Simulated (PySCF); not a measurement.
## Spinor energies of Tm⁶⁷⁺ (thulium, charge +67)

Start: 1s2. Calculated with PySCF 2.14 in an uncontracted even-tempered set (16 s from 23 bohr⁻², ratio 2.6; 13 p from 29 bohr⁻², ratio 2.6; 6 d from 30 bohr⁻², ratio 2.8; 3 f from 1300 bohr⁻², ratio 2.8): generalised Hartree-Fock with the X2C-1e Hamiltonian and a Gaussian nucleus; spin-orbit coupling (SO) screened by Boettger's factors.

| spinor shell | electrons | ε, screened SO (eV) | weight of nominal j (screened SO) | rms radius, screened SO (bohr) |
| --- | --- | --- | --- | --- |
| 1s1/2 | 2 | -68124.3 | 1.000 | 0.0226 |

```csv
quantity,screened SO
E (hartree),-5057.00554
M_J,0
⟨J²⟩,0.000
⟨L²⟩,0.000
⟨S²⟩,0.000
```

Breit and QED terms are absent; they matter most for the inner s and p1/2 levels.

Densities and radii are taken from the X2C orbitals without a picture-change correction, which distorts them close to the nucleus.
